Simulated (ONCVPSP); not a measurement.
## Before and after: ONCV potential for germanium

* Element: germanium (Ge)
* Generator: ONCVPSP 4.0.1
* Type: optimised norm-conserving Vanderbilt (ONCV)
* Functional: LDA (Perdew-Wang 92)
* Relativity: scalar-relativistic
* Frozen core: [Ar]
* Valence charge: 14
* Reference configuration: 3d10 4s2 4p2
* Partial waves: 4s: rc 1.60 bohr, ncon 4, nbas 8, qcut 3.7 1/bohr, 2 projectors, debl 1.8 Ha; 4p: rc 1.60 bohr, ncon 4, nbas 9, qcut 5.1 1/bohr, 2 projectors, debl 1.8 Ha; 3d: rc 0.65 bohr, ncon 4, nbas 7, qcut 16.7 1/bohr, local
* Local potential: the d channel
* Core correction: none

Change: p: nproj 1.

Cutoffs: the cutoffs (Ha) at which the residual kinetic energy of the hardest occupied pseudo-wave falls to 1 and 0.1 mHa per electron; they do not see the model core or the augmentation charge, which bear on the density cutoff. Errors are all-electron minus pseudo energies relative to the spin-unpolarised reference configuration.

Predict the effect on cutoff, ghosts and configuration errors.

The potential gets neither clearly harder nor softer (373 Ha and 441 Ha → 373 Ha and 441 Ha); both files keep a bound ghost (p, s); of the 4 tests that both files solve, the error grows in 0 and shrinks in 1 by more than 15 % and 0.3 meV (median size 4.0 → 4.2 meV); the range in which the p phases agree narrows (upper end 4.8 → 1.6).

```csv
quantity,base,changed
"cutoff, loose",373 Ha,373 Ha
"cutoff, tight",441 Ha,441 Ha
bound ghosts,"s, p","s, p"
GHOST(+) flags under 300 eV,s at 94.3 eV,s at 94.3 eV
"error for 3d10 4s2 4p1, meV [ΔE 7.63 eV]",-1.0,-0.2
"error for 3d10 4s2 4p0, meV [ΔE 23.34 eV]",-2.8,-2.5
"error for 3d10 4s1 4p0, meV [ΔE 58.56 eV]",+5.2,+5.8
"error for 3d9 4s2 4p3, meV [ΔE 29.73 eV]",-446,-430
s: phases at 1.62 bohr within 0.05 rad from the reference energy up to (Ha; the scan ends near 5),3.3,3.3
p: phases at 1.62 bohr within 0.05 rad from the reference energy up to (Ha; the scan ends near 5),4.8,1.6
d: phases at 0.66 bohr within 0.05 rad from the reference energy up to (Ha; the scan ends near 5),to the end of the scan,to the end of the scan
```

 A true bound ghost makes a file unfit for plane-wave use even where its test errors are small: the radial tests pick states by their node count and pass the ghost by.
